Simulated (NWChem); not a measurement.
System: C2H2ClF; SMILES Cl/C=C\F

NWChem input:

```
start job
memory heap 200 mb stack 900 mb global 1100 mb
geometry units angstroms noautosym nocenter noautoz
  F      0.730700     1.641785     0.000000
  C     -0.532560     1.204502     0.000000
  C     -0.862277    -0.082854     0.000000
  Cl     0.307992    -1.364978     0.000000
  H     -1.269100     2.002081     0.000000
  H     -1.897912    -0.397188     0.000000
end
basis spherical
  F library 6-31+g*
  C library 6-31+g*
  Cl library 6-31+g*
  H library 6-31+g*
end
dft
  xc pbe0
  iterations 150
end
property
  response 1 0.0773
end
task dft property
```

Output (shortened):

```
             Northwest Computational Chemistry Package (NWChem) 7.3.0
             --------------------------------------------------------

                             Geometry "geometry" -> ""
                             -------------------------

 Output coordinates in angstroms (scale by  1.889725989 to convert to a.u.)

  No.       Tag          Charge          X              Y              Z
 ---- ---------------- ---------- -------------- -------------- --------------
    1 F                    9.0000     0.73070000     1.64178500     0.00000000
    2 C                    6.0000    -0.53256000     1.20450200     0.00000000
    3 C                    6.0000    -0.86227700    -0.08285400     0.00000000
    4 Cl                  17.0000     0.30799200    -1.36497800     0.00000000
    5 H                    1.0000    -1.26910000     2.00208100     0.00000000
    6 H                    1.0000    -1.89791200    -0.39718800     0.00000000

 Effective nuclear repulsion energy (a.u.)     144.6116706892

                              NWChem Property Module
                              ----------------------

                                 NWChem DFT Module
                                 -----------------

 Summary of "ao basis" -> "ao basis" (spherical)
 ------------------------------------------------------------------------------
       Tag                 Description            Shells   Functions and Types
 ---------------- ------------------------------  ------  ---------------------
 F                          6-31+g*                  8       18   4s3p1d
 C                          6-31+g*                  8       18   4s3p1d
 Cl                         6-31+g*                 10       22   5s4p1d
 H                          6-31+g*                  2        2   2s

            General Information
            -------------------
          SCF calculation type: DFT
          Wavefunction type:  closed shell.
          No. of atoms     :     6
          No. of electrons :    40
           Alpha electrons :    20
            Beta electrons :    20
          Charge           :     0
          Spin multiplicity:     1
          Use of symmetry is: off; symmetry adaption is: off
          Maximum number of iterations: 150
          AO basis - number of functions:    80
                     number of shells:    38
          Convergence on energy requested:  1.00D-06
          Convergence on density requested:  1.00D-05
          Convergence on gradient requested:  5.00D-04

              XC Information
              --------------
                         PBE0 Method XC Functional
                     Hartree-Fock (Exact) Exchange  0.250
          PerdewBurkeErnzerhof Exchange Functional  0.750
            Perdew 1991 LDA Correlation Functional  1.000 local
           PerdewBurkeErnz. Correlation Functional  1.000 non-local

             Grid Information
             ----------------
          Grid used for XC integration:  medium
          Radial quadrature: Mura-Knowles
          Angular quadrature: Lebedev.
          Tag              B.-S. Rad. Rad. Pts. Rad. Cut. Ang. Pts.
          ---              ---------- --------- --------- ---------
          F                   0.50       49          11.0       434
          C                   0.70       49          12.0       434
          Cl                  1.00       88          12.0       590
          H                   0.35       45          12.0       434
          Grid pruning is: on
          Number of quadrature shells:   325
          Spatial weights used:  Erf1

      Superposition of Atomic Density Guess
      -------------------------------------

 Sum of atomic energies:        -635.15294822

      Non-variational initial energy
      ------------------------------

 Total energy =    -636.652960
 1-e energy   =   -1163.332781
 2-e energy   =     382.068151
 HOMO         =      -0.264224
 LUMO         =       0.040390

   convergence    iter        energy       DeltaE   RMS-Dens  Diis-err
 ---------------- ----- ----------------- --------- --------- ---------
 d= 0,ls=0.0,diis     1   -637.0014091306 -7.82D+02  1.66D-02  5.51D-01
 d= 0,ls=0.0,diis     2   -636.9846514368  1.68D-02  9.76D-03  7.96D-01
 d= 0,ls=0.0,diis     3   -637.0638856330 -7.92D-02  1.50D-03  3.30D-02
 d= 0,ls=0.0,diis     4   -637.0661682652 -2.28D-03  8.83D-04  4.97D-03
 d= 0,ls=0.0,diis     5   -637.0666875028 -5.19D-04  2.72D-04  4.38D-04
  Resetting Diis
 d= 0,ls=0.0,diis     6   -637.0667450315 -5.75D-05  6.88D-05  3.27D-05
 d= 0,ls=0.0,diis     7   -637.0667488819 -3.85D-06  3.12D-05  2.06D-06
 d= 0,ls=0.0,diis     8   -637.0667487132  1.69D-07  1.77D-05  3.57D-06
 d= 0,ls=0.0,diis     9   -637.0667491240 -4.11D-07  3.42D-06  5.40D-08

         Total DFT energy =     -637.066749123978
      One electron energy =    -1165.202590311888
           Coulomb energy =      433.441281281463
    Exchange-Corr. energy =      -49.917110782787
 Nuclear repulsion energy =      144.611670689234

 Numeric. integr. density =       39.999998498378

                       DFT Final Molecular Orbital Analysis
                       ------------------------------------

 Vector   18  Occ=2.000000D+00  E=-3.852004D-01
              MO Center=  3.9D-03, -7.5D-01, -8.3D-10, r^2= 2.1D+00
   Bfn.  Coefficient  Atom+Function         Bfn.  Coefficient  Atom+Function
  ----- ------------  ---------------      ----- ------------  ---------------
    63      0.588398  4 Cl pz                41      0.271125  3 C  pz
    67      0.270999  4 Cl pz                59     -0.229563  4 Cl pz
     5     -0.188059  1 F  pz                45      0.181522  3 C  pz
     9     -0.125928  1 F  pz                23      0.112643  2 C  pz
    27      0.043983  2 C  pz                13     -0.026988  1 F  pz

 Vector   19  Occ=2.000000D+00  E=-3.374114D-01
              MO Center=  1.7D-01, -1.2D+00,  1.8D-11, r^2= 1.6D+00
   Bfn.  Coefficient  Atom+Function         Bfn.  Coefficient  Atom+Function
  ----- ------------  ---------------      ----- ------------  ---------------
    61      0.548481  4 Cl px                62      0.470524  4 Cl py
    65      0.267839  4 Cl px                66      0.239149  4 Cl py
    57     -0.211878  4 Cl px                58     -0.181725  4 Cl py
    24     -0.156411  2 C  s                 80      0.142009  6 H  s
    22      0.106708  2 C  py                79      0.106881  6 H  s

 Vector   20  Occ=2.000000D+00  E=-2.776727D-01
              MO Center= -2.7D-01,  7.6D-02, -2.9D-09, r^2= 2.7D+00
   Bfn.  Coefficient  Atom+Function         Bfn.  Coefficient  Atom+Function
  ----- ------------  ---------------      ----- ------------  ---------------
    63      0.435946  4 Cl pz                23     -0.354023  2 C  pz
    41     -0.333603  3 C  pz                67      0.254525  4 Cl pz
    27     -0.235129  2 C  pz                 5      0.230372  1 F  pz
    45     -0.227553  3 C  pz                59     -0.166574  4 Cl pz
     9      0.165040  1 F  pz                13      0.072813  1 F  pz

 Vector   21  Occ=0.000000D+00  E=-5.710068D-03
              MO Center= -6.4D-01,  5.8D-01,  5.3D-08, r^2= 3.1D+00
   Bfn.  Coefficient  Atom+Function         Bfn.  Coefficient  Atom+Function
  ----- ------------  ---------------      ----- ------------  ---------------
    49     -0.746235  3 C  pz                31      0.708214  2 C  pz
    27      0.553026  2 C  pz                45     -0.531640  3 C  pz
    23      0.439949  2 C  pz                41     -0.403400  3 C  pz
    71      0.234302  4 Cl pz                 5     -0.186020  1 F  pz
    13     -0.185750  1 F  pz                63      0.165776  4 Cl pz

 Vector   22  Occ=0.000000D+00  E= 4.647411D-03
              MO Center=  7.1D-02, -3.3D-04,  3.2D-08, r^2= 8.6D+00
   Bfn.  Coefficient  Atom+Function         Bfn.  Coefficient  Atom+Function
  ----- ------------  ---------------      ----- ------------  ---------------
    46      3.109145  3 C  s                 68     -2.027473  4 Cl s
    48     -0.873438  3 C  py                47      0.719317  3 C  px
    69      0.703937  4 Cl px                70     -0.695905  4 Cl py
    30      0.681745  2 C  py                10     -0.449972  1 F  s
    42      0.449126  3 C  s                 64     -0.444275  4 Cl s

 Vector   23  Occ=0.000000D+00  E= 1.884959D-02
              MO Center= -2.0D+00,  5.0D-02, -2.0D-08, r^2= 6.9D+00
   Bfn.  Coefficient  Atom+Function         Bfn.  Coefficient  Atom+Function
  ----- ------------  ---------------      ----- ------------  ---------------
    46      4.704671  3 C  s                 28     -3.517771  2 C  s
    68     -2.390564  4 Cl s                 47      1.778958  3 C  px
    70     -0.760699  4 Cl py                42      0.643837  3 C  s
    30      0.520224  2 C  py                69      0.415781  4 Cl px
    48      0.341605  3 C  py                44     -0.337741  3 C  py

     Multipole analysis of the density
     ---------------------------------

     L   x y z        total         alpha         beta         nuclear
     -   - - -        -----         -----         ----         -------
     0   0 0 0     -0.000000    -20.000000    -20.000000     40.000000

[...]

 DFT Linear Response polarizability / au
 Frequency  =       0.0773000 / au
 Wavelength =     589.4353558 / nm
              X              Y              Z
 -----------------------------------------------
 X      34.2416635     -3.6001465      0.0000002
 Y      -3.6001530     52.1148249      0.0000000
 Z       0.0000002      0.0000000     23.9872509
 -----------------------------------------------
 Eigenvalues =      33.5437473     52.8127410     23.9872509
 Isotropic   =      36.7812464
 Anisotropic =      25.4315712
 -----------------------------------------------

 Magnetic Dipole Response Matrix (nonzero elements):

 Exiting AOResponse driver routine
```

Level: PBE0/6-31+G* (spherical d). All runs use the structure optimised with B3LYP/6-31G* (spherical d).
